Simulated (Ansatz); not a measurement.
`CSB(Cl)Cl` + H₂ → `CSBCl` + HCl at 500 K and 1 bar (hydrogenolysis of a B–Cl bond).

Program: Ansatz. Geometries: PBE0-D4/def2-TZVP. ΔE: electronic, gas phase. CBS: MP2 limit from def2 TZ/QZ plus the TZ coupled-cluster correction, frozen cores. This one scheme is used for every species. Each species was taken in one conformer, which may not be the lowest.

| species | CCSD(T)/CBS energy (Eh) | H − E (kJ/mol) | S (J/(mol·K)) |
| --- | --- | --- | --- |
| `CSB(Cl)Cl` | -1382.09730 | 162.3 | 402.9 |
| H₂ | -1.17544 | 41.0 | 145.5 |
| `CSBCl` | -922.86962 | 176.1 | 371.6 |
| HCl | -460.38127 | 32.5 | 201.9 |

H − E and S are ideal-gas, rigid-rotor, harmonic terms from PBE0-D4/def2-TZVP, for one conformer and one mirror image of each species. The MP2-based limit puts H₂ 0.8 mEh under its directly extrapolated value; such offsets cancel only in part. 1 Eh = 2625.50 kJ/mol, R = 8.31446 J/(mol·K).

Question: By hand: ΔE, ΔH, ΔS and ΔG.

Answer: ΔE = (-922.86962) + (-460.38127) − (-1382.09730) − (-1.17544) = 0.02185 Eh = 57.4 kJ/mol. Δ(H − E) = 176.1 + 32.5 − 162.3 − 41.0 = 5.3, so ΔH = 62.7 kJ/mol. ΔS = 371.6 + 201.9 − 402.9 − 145.5 = 25.1 J/(mol·K). ΔG = 62.7 − 500 × (25.1)/1000 = 50.2 kJ/mol.

Question: By hand: the equilibrium constant, and the temperature at which ΔG would vanish if ΔH and ΔS stayed fixed.

Answer: log₁₀ K = −ΔG/(RT ln 10) = -5.2. ΔG = 0 at ΔH/ΔS = 2498 K.

ΔH outweighs TΔS. A doubt of 5 kJ/mol in ΔE shifts log₁₀ K by 0.5 here. Other conformers and mirror images would add mixing entropy, several J/(mol·K) or more a flexible species. These are equilibria of isolated gas molecules and say nothing of rates. Largest T1 diagnostic: 0.013 (customary marks: 0.02 for closed shells, 0.045 for open ones).
